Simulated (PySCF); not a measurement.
## SMILES FC(F)(F)c1cccs1, C$_{5}$H$_{3}$F$_{3}$S

Molfile (atoms numbered from 1):
```
C5H3F3S
     RDKit          3D

 12 12  0  0  0  0  0  0  0  0999 V2000
   -2.2661    1.1629    1.1993 F   0  0  0  0  0  0  0  0  0  0  0  0
   -1.9330    0.2690    0.2627 C   0  0  0  0  0  0  0  0  0  0  0  0
   -2.5786    0.6243   -0.8535 F   0  0  0  0  0  0  0  0  0  0  0  0
   -2.4100   -0.9184    0.6400 F   0  0  0  0  0  0  0  0  0  0  0  0
   -0.4558    0.2015    0.0615 C   0  0  0  0  0  0  0  0  0  0  0  0
    0.3163   -0.9313    0.0263 C   0  0  0  0  0  0  0  0  0  0  0  0
    1.6862   -0.6388   -0.2090 C   0  0  0  0  0  0  0  0  0  0  0  0
    1.9154    0.7056   -0.3459 C   0  0  0  0  0  0  0  0  0  0  0  0
    0.4784    1.6261   -0.1922 S   0  0  0  0  0  0  0  0  0  0  0  0
   -0.0942   -1.9310    0.1687 H   0  0  0  0  0  0  0  0  0  0  0  0
    2.4720   -1.3923   -0.2707 H   0  0  0  0  0  0  0  0  0  0  0  0
    2.8635    1.2110   -0.5264 H   0  0  0  0  0  0  0  0  0  0  0  0
  1  2  1  0
  2  3  1  0
  2  4  1  0
  2  5  1  0
  5  6  2  0
  6  7  1  0
  7  8  2  0
  8  9  1  0
  9  5  1  0
  6 10  1  0
  7 11  1  0
  8 12  1  0
M  END
```

Computed, not measured: quadratic response CAM-B3LYP/aug-cc-pVDZ first hyperpolarisability, Taylor convention, gas phase in PySCF. Geometry: PBE0-D3(BJ)/def2-SVP.

Q: Give the tensor of the second harmonic β(−2ω;ω,ω) at 1064 nm in the axes of these coordinates.

A: In au, Taylor convention; rows are the first index (the induced dipole):
|  | xx | yy | zz | xy | xz | yz |
| --- | --- | --- | --- | --- | --- | --- |
| x | -68.8 | -39.7 | -54.6 | +3.3 | -6.1 | -2.6 |
| y | +10.4 | -19.2 | -4.0 | -35.8 | -3.9 | +9.3 |
| z | -6.5 | +9.8 | +23.4 | -2.7 | -53.5 | -4.3 |

Norm of βᵢ = ⅓ Σⱼ (βᵢⱼⱼ + βⱼᵢⱼ + βⱼⱼᵢ): 162.9 au, hyper-Rayleigh value 62.2 au.
